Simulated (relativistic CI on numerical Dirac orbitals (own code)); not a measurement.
**Au²⁺: 4d photoemission**

Computed with this model: Dirac-Coulomb-Breit CI, orbitals from a KLI potential per configuration, a model potential for QED, multiplet model of photoemission in the sudden approximation, unscaled Slater integrals; configurations [Xe] 4f14 5d9 → [Kr] 4d9 4f14 5s2 5p6 5d9; 80 K; Lorentzian 2.45 eV and Gaussian 0.6 eV FWHM. Energies are those of the free ion, without screening or charge transfer. The energies are binding energies and can lie tens of eV above those of solids. S is read from ⟨S²⟩ = S(S + 1).

Field parameters in Wybourne normalisation: Oh B⁴₀ = 21Dq, B⁴₄ = √(5/14) B⁴₀. The field is a parameter set, without covalency.

free ion: ground-state S = 0.50, centroid 375.66 eV. Peaks (eV, height): 368.0 (100), 386.8 (78).

Oh, 10Dq = 22650 cm⁻¹: ground-state S = 0.50, centroid 375.72 eV. Peaks (eV, height): 368.2 (100), 386.6 (73).

Strongest unbroadened transitions for Oh, 10Dq = 22650 cm⁻¹:

| Energy (eV) | Relative strength |
| --- | --- |
| 367.24 | 33.8 |
| 367.58 | 97.8 |
| 367.65 | 99.3 |
| 368.10 | 98.8 |
| 368.25 | 65.2 |
| 368.26 | 92.9 |
| 368.34 | 96.5 |
| 368.57 | 99.7 |
| 369.38 | 65.8 |
| 370.02 | 28.8 |
| 371.00 | 9.4 |
| 385.94 | 33.9 |
| 386.38 | 98.9 |
| 386.44 | 98.9 |
| 386.52 | 100.0 |
| 387.00 | 99.2 |
| 387.17 | 67.1 |
| 387.37 | 32.7 |
